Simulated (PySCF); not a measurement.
# Worked example: oscillator strength and radiative lifetime

C4H6ClF, SMILES C=CC[C@H](F)Cl.

Geometry optimised at B3LYP-D3(BJ)/def2-SVP. The structure was generated by enumeration; whether it is a known compound was not checked. Other conformers were not sampled.

TDA-CAM-B3LYP/def2-SVPD run with PySCF puts the first singlet state with f over 0.02 at 7.27 eV (vertical), with the transition dipole (-0.648, -0.058, -0.069) in atomic units.

### Question
Find the oscillator strength, the wavelength and the radiative lifetime that this transition would have in vacuum if emission retraced absorption.

### Answer

|μ|² = 0.4280 au, so |μ| = 1.66 D. ΔE = 7.27/27.211 = 0.2672 hartree. f = (2/3) ΔE |μ|² = 0.076 (the program prints 0.076).
λ = 1239.84/7.27 = 171 nm; ν = 58636 cm⁻¹.
Einstein's coefficient A = 0.6670 ν² f s⁻¹ (ν in cm⁻¹) = 1.7e8 s⁻¹, so τ = 1/A = 5.7 ns. This state is S1. The figure is the radiative limit of this one transition; relaxation, internal conversion, crossing to triplets and a medium change what is measured.
